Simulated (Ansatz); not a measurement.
## Nudged elastic band run: CH$_{5}$BSSe$_{2}$

Input file:

```yaml
crystal:
  periodic: [false, false, false]
  atoms:
    - { symbol: B, position_ang: [-0.344933, 0.238173, 1.713073] }
    - { symbol: C, position_ang: [-0.162237, -0.540264, 0.37002] }
    - { symbol: S, position_ang: [1.401516, 0.512221, 0.506859] }
    - { symbol: Se, position_ang: [-1.349382, -0.151946, -1.099417] }
    - { symbol: Se, position_ang: [-0.199819, -1.122445, -2.92236] }
    - { symbol: H, position_ang: [-0.015053, -0.298604, 2.740091] }
    - { symbol: H, position_ang: [-0.97689, 1.265219, 1.722342] }
    - { symbol: H, position_ang: [0.164787, -1.585328, 0.381997] }
    - { symbol: H, position_ang: [0.917626, 1.580877, -0.170135] }
    - { symbol: H, position_ang: [0.647386, 0.050897, -3.23957] }
basis:
  gaussian: { orbitals: def2-SVP }
hamiltonian:
  xc: b3lyp
  dispersion: d4
neb:
  order_check: false
  images: 9
  f_tol: 0.05
  max_iterations: 49
  final_atoms:
    - { symbol: B, position_ang: [-0.38167005, 0.15174464, 1.70921067] }
    - { symbol: C, position_ang: [-0.03954834, -0.37070628, 0.27482689] }
    - { symbol: S, position_ang: [1.42852314, 0.72134205, 0.7374541] }
    - { symbol: Se, position_ang: [-1.13820955, 0.20650527, -1.20168721] }
    - { symbol: Se, position_ang: [0.25725301, -0.20487727, -3.06517008] }
    - { symbol: H, position_ang: [-0.10241234, -0.54126888, 2.65485348] }
    - { symbol: H, position_ang: [-1.08409053, 1.12384722, 1.83509642] }
    - { symbol: H, position_ang: [0.35429744, -1.38383733, 0.14242765] }
    - { symbol: H, position_ang: [0.94187685, 1.8586822, 0.18712011] }
    - { symbol: H, position_ang: [-0.15301863, -1.61263162, -3.27123202] }
  initial_path:
    images:
      - { positions_ang: [[-0.344933, 0.238173, 1.713073], [-0.162237, -0.540264, 0.37002], [1.401516, 0.512221, 0.506859], [-1.349382, -0.151946, -1.099417], [-0.199819, -1.122445, -2.92236], [-0.015053, -0.298604, 2.740091], [-0.97689, 1.265219, 1.722342], [0.164787, -1.585328, 0.381997], [0.917626, 1.580877, -0.170135], [0.647386, 0.050897, -3.23957]] }
      - { positions_ang: [[-0.36126321, 0.19107231, 1.69732855], [-0.12965389, -0.47040273, 0.32262883], [1.43021869, 0.54642312, 0.37451789], [-1.33479269, -0.02587775, -1.10305517], [-0.23559248, -1.04470485, -2.92881226], [0.0283416, -0.29708978, 2.69809476], [-1.0793291, 1.12533218, 1.75070481], [0.17052126, -1.51942717, 0.30068657], [0.93918005, 1.65926251, -0.11704582], [0.65537078, -0.21578783, -2.99214816]] }
      - { positions_ang: [[-0.37759341, 0.14397162, 1.68158409], [-0.09707078, -0.40054147, 0.27523766], [1.45892137, 0.58062523, 0.24217678], [-1.32020339, 0.10019049, -1.10669334], [-0.27136596, -0.96696471, -2.93526452], [0.0717362, -0.29557555, 2.65609853], [-1.18176821, 0.98544537, 1.77906761], [0.17625551, -1.45352634, 0.21937614], [0.96073411, 1.73764801, -0.06395663], [0.66335556, -0.48247266, -2.74472632]] }
      - { positions_ang: [[-0.39392362, 0.09687093, 1.66583964], [-0.06448766, -0.3306802, 0.22784649], [1.48762406, 0.61482735, 0.10983567], [-1.30561408, 0.22625874, -1.11033151], [-0.30713944, -0.88922456, -2.94171678], [0.1151308, -0.29406133, 2.61410229], [-1.28420731, 0.84555855, 1.80743042], [0.18198977, -1.38762551, 0.1380657], [0.98228816, 1.81603352, -0.01086745], [0.67134033, -0.74915749, -2.49730447]] }
      - { positions_ang: [[-0.41025383, 0.04977024, 1.65009519], [-0.03190455, -0.26081894, 0.18045532], [1.51632674, 0.64902947, -0.02250545], [-1.29102477, 0.35232698, -1.11396967], [-0.34291292, -0.81148441, -2.94816904], [0.1585254, -0.29254711, 2.57210605], [-1.38664642, 0.70567173, 1.83579323], [0.18772402, -1.32172468, 0.05675527], [1.00384221, 1.89441903, 0.04222173], [0.67932511, -1.01584231, -2.24988263]] }
      - { positions_ang: [[-0.42658403, 0.00266954, 1.63435074], [0.00067856, -0.19095767, 0.13306415], [1.54502943, 0.68323159, -0.15484656], [-1.27643546, 0.47839523, -1.11760784], [-0.3786864, -0.73374426, -2.9546213], [0.20192, -0.29103289, 2.53010981], [-1.48908552, 0.56578491, 1.86415603], [0.19345828, -1.25582385, -0.02455516], [1.02539627, 1.97280454, 0.09531091], [0.68730989, -1.28252714, -2.00246079]] }
      - { positions_ang: [[-0.41760124, 0.03248456, 1.64932272], [-0.00736682, -0.22690739, 0.1614167], [1.52172817, 0.69085368, 0.02361357], [-1.24879028, 0.42401724, -1.13442372], [-0.25149852, -0.62797086, -2.97673106], [0.14105353, -0.34108008, 2.55505855], [-1.40808652, 0.67739738, 1.85834411], [0.22562611, -1.28142654, 0.0088414], [1.00869238, 1.94998007, 0.11367275], [0.51924418, -1.34854804, -2.25621503]] }
      - { positions_ang: [[-0.40861844, 0.06229958, 1.66429471], [-0.0154122, -0.26285712, 0.18976925], [1.49842691, 0.69847577, 0.20207371], [-1.2211451, 0.36963925, -1.15123959], [-0.12431063, -0.52219747, -2.99884081], [0.08018706, -0.39112728, 2.58000728], [-1.32708753, 0.78900984, 1.85253219], [0.25779394, -1.30702924, 0.04223796], [0.9919885, 1.9271556, 0.13203459], [0.35117848, -1.41456893, -2.50996928]] }
      - { positions_ang: [[-0.39963564, 0.0921146, 1.67926669], [-0.02345758, -0.29880684, 0.2181218], [1.47512566, 0.70609786, 0.38053384], [-1.19349991, 0.31526126, -1.16805547], [0.00287725, -0.41642407, -3.02095057], [0.0193206, -0.44117448, 2.60495601], [-1.24608853, 0.9006223, 1.84672027], [0.28996177, -1.33263194, 0.07563452], [0.97528461, 1.90433114, 0.15039643], [0.18311277, -1.48058983, -2.76372353]] }
      - { positions_ang: [[-0.39065285, 0.12192962, 1.69423868], [-0.03150296, -0.33475656, 0.24647434], [1.4518244, 0.71371995, 0.55899397], [-1.16585473, 0.26088326, -1.18487134], [0.13006513, -0.31065067, -3.04306032], [-0.04154587, -0.49122168, 2.62990475], [-1.16508953, 1.01223476, 1.84090834], [0.32212961, -1.35823463, 0.10903109], [0.95858073, 1.88150667, 0.16875827], [0.01504707, -1.54661072, -3.01747777]] }
      - { positions_ang: [[-0.38167005, 0.15174464, 1.70921067], [-0.03954834, -0.37070628, 0.27482689], [1.42852314, 0.72134205, 0.7374541], [-1.13820955, 0.20650527, -1.20168721], [0.25725301, -0.20487727, -3.06517008], [-0.10241234, -0.54126888, 2.65485348], [-1.08409053, 1.12384722, 1.83509642], [0.35429744, -1.38383733, 0.14242765], [0.94187685, 1.8586822, 0.18712011], [-0.15301863, -1.61263162, -3.27123202]] }
```

Run as:

```bash
$ ansatz run input.yaml --threads 2 --pin off --max-ram 3072MiB --backend cpu --events-out ev --progress --plain --runs-dir out
```

Output, in part (warnings, iteration lines, the closing report on the highest movable image, with atoms numbered from 0):

```
NEB end point (image 0): max|allowed force component| = 1.125e-2 eV/Å (the criterion of neb.relax_end_points is 1.000e-2)
NEB end point (image 10): max|allowed force component| = 1.406e-2 eV/Å (the criterion of neb.relax_end_points is 1.000e-2)
NEB iter   1: max|band force component| = 2.241e1 eV/Å  barrier→ = 4.0589 eV  barrier← = 4.0605 eV  Δτ_max = 0.1996 Å  (295 SCF iters)
NEB iter   2: max|band force component| = 5.387e0 eV/Å  barrier→ = 0.7937 eV  barrier← = 0.7952 eV  Δτ_max = 0.1969 Å  (297 SCF iters)
NEB iter   3: max|band force component| = 2.456e0 eV/Å  barrier→ = 0.6452 eV  barrier← = 0.6468 eV  Δτ_max = 0.1958 Å  (274 SCF iters)
NEB iter   4: max|band force component| = 8.312e-1 eV/Å  barrier→ = 0.5513 eV  barrier← = 0.5528 eV  Δτ_max = 0.1999 Å  (274 SCF iters)
NEB iter   5: max|band force component| = 6.485e-1 eV/Å  barrier→ = 0.4405 eV  barrier← = 0.4421 eV  Δτ_max = 0.1754 Å  (273 SCF iters)
NEB iter   6: max|band force component| = 7.801e-1 eV/Å  barrier→ = 0.3346 eV  barrier← = 0.3362 eV  Δτ_max = 0.0871 Å  (266 SCF iters)
NEB iter   7: max|band force component| = 4.794e-1 eV/Å  barrier→ = 0.2956 eV  barrier← = 0.2972 eV  CI = image 5  Δτ_max = 0.0880 Å  (270 SCF iters)
NEB iter   8: max|band force component| = 2.865e-1 eV/Å  barrier→ = 0.2894 eV  barrier← = 0.2910 eV  CI = image 5  Δτ_max = 0.0868 Å  (268 SCF iters)
NEB iter   9: max|band force component| = 1.569e-1 eV/Å  barrier→ = 0.2727 eV  barrier← = 0.2743 eV  CI = image 5  Δτ_max = 0.0869 Å  (273 SCF iters)
NEB iter  10: max|band force component| = 2.067e-1 eV/Å  barrier→ = 0.2672 eV  barrier← = 0.2688 eV  CI = image 5  Δτ_max = 0.0438 Å  (260 SCF iters)
NEB iter  11: max|band force component| = 1.283e-1 eV/Å  barrier→ = 0.2624 eV  barrier← = 0.2640 eV  CI = image 5  Δτ_max = 0.0436 Å  (273 SCF iters)
NEB iter  12: max|band force component| = 9.194e-2 eV/Å  barrier→ = 0.2601 eV  barrier← = 0.2617 eV  CI = image 5  Δτ_max = 0.0263 Å  (275 SCF iters)
NEB iter  13: max|band force component| = 5.178e-2 eV/Å  barrier→ = 0.2593 eV  barrier← = 0.2609 eV  CI = image 5  Δτ_max = 0.0155 Å  (255 SCF iters)
NEB iter  14: max|band force component| = 3.662e-2 eV/Å  barrier→ = 0.2591 eV  barrier← = 0.2607 eV  CI = image 5  Δτ_max = 0.0000 Å  (481 SCF iters)
Total energy: -143311.37251345 eV, -5266.5957999322 hartree
Atom 0 at    -0.295955     0.192572     1.652567 Å, force     0.002954    -0.016988     0.008813 eV/Å
Atom 1 at    -0.192696    -0.449174     0.228464 Å, force    -0.005276     0.017670     0.000957 eV/Å
Atom 2 at     1.339812     0.662669     0.373034 Å, force    -0.005403    -0.000176    -0.004681 eV/Å
Atom 3 at    -1.497922     0.023796    -1.088536 Å, force     0.009491    -0.006440    -0.001159 eV/Å
Atom 4 at    -0.281733    -0.512335    -3.123333 Å, force    -0.002569    -0.003930    -0.002770 eV/Å
Atom 5 at     0.132823    -0.436904     2.586648 Å, force    -0.002284     0.004300     0.002213 eV/Å
Atom 6 at    -0.966695     1.179919     1.817414 Å, force     0.002666    -0.000292    -0.005972 eV/Å
Atom 7 at     0.177348    -1.475480     0.126873 Å, force    -0.002599    -0.000253     0.001292 eV/Å
Atom 8 at     0.768127     1.752534    -0.192428 Å, force     0.004563     0.000337     0.001317 eV/Å
Atom 9 at     0.899891    -0.988797    -2.377803 Å, force    -0.001544     0.005771    -0.000010 eV/Å
Dipole moment:     0.268976     0.039331    -0.156019 e Å
```

The forces met the threshold. A vibrational analysis at the climbing image gives one clearly imaginary mode, 297i cm⁻¹: a first-order saddle point.

Final band (atoms are numbered from 1 in the order of the input):

| image | path coordinate (Å) | energy (kcal/mol) | dihedral C2–Se4–Se5–H10 (°) |
| --- | --- | --- | --- |
| 0 | 0.00 | 0.0 | -87 |
| 1 | 0.37 | 0.3 | -76 |
| 2 | 0.74 | 1.2 | -62 |
| 3 | 1.11 | 2.7 | -44 |
| 4 | 1.48 | 4.8 | -22 |
| 5 | 1.85 | 6.0 | 1 |
| 6 | 2.25 | 4.8 | 26 |
| 7 | 2.66 | 2.7 | 49 |
| 8 | 3.06 | 1.1 | 66 |
| 9 | 3.46 | 0.2 | 80 |
| 10 | 3.86 | 0.0 | 87 |

The run took 8.9 min on 2 threads of Intel(R) Xeon(R) Platinum 8488C (Sapphire Rapids), with other jobs on the host, peak memory 0.46 GiB.
